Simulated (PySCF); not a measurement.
# The second ionisation energy along the second row

All values are computed (PySCF 2.14, energy differences of UHF-based or UKS calculations, no spin-orbit coupling). Values in eV. The last column holds reference values (NIST; (s) semi-empirical, (t) theoretical, else measured). Unmarked ones compare directly (S terms, centres of terms, or small fine structure); those marked * lie between the lowest fine-structure levels and include a spin-orbit shift.

| element | configurations | UHF | MP2 (valence) | LDA | PBE | PBE0 | r2SCAN | reference |
| --- | --- | --- | --- | --- | --- | --- | --- | --- |
| Be (aug-cc-pVQZ, non-relativistic) | [He] 2s1 → 1s2 | 18.127 | n/a | 18.249 | 18.489 | 18.452 | 18.181 | 18.211 |
| C (aug-cc-pVQZ, non-relativistic) | [He] 2s2 2p1 → [He] 2s2 | 24.170 | 24.416 | 24.770 | 24.853 | 24.835 | 25.005 | 24.378 |
| N (aug-cc-pVQZ, non-relativistic) | [He] 2s2 2p2 → [He] 2s2 2p1 | 29.205 | 29.665 | 30.058 | 29.899 | 29.910 | 30.134 | 29.601 (s) * |
| O (aug-cc-pVQZ, non-relativistic) | [He] 2s2 2p3 → [He] 2s2 2p2 | 34.574 | 35.250 | 35.586 | 35.275 | 35.309 | 35.479 | 35.121 * |
| F (aug-cc-pVQZ, non-relativistic) | [He] 2s2 2p4 → [He] 2s2 2p3 | 33.394 | 34.754 | 35.279 | 35.428 | 35.257 | 35.116 | 34.950 |
| Ne (aug-cc-pVQZ, non-relativistic) | [He] 2s2 2p5 → [He] 2s2 2p4 | 39.267 | 40.888 | 41.442 | 41.142 | 41.005 | 41.133 | 40.963 * |

Q: Fill in the row of B (aug-cc-pVQZ, non-relativistic) ([He] 2s2 → [He] 2s1).

A: UHF 23.443; MP2 (valence) 24.480; LDA 24.551; PBE 24.603; PBE0 24.560; r2SCAN 24.265; reference 25.155 (eV).

"Valence" correlates the outer s and p shells and, in groups 3 to 12 and the f block, the outer d or f shell, open or full, or the next shell where the ion has no valence electron left; the wider scheme adds the next inner shell.
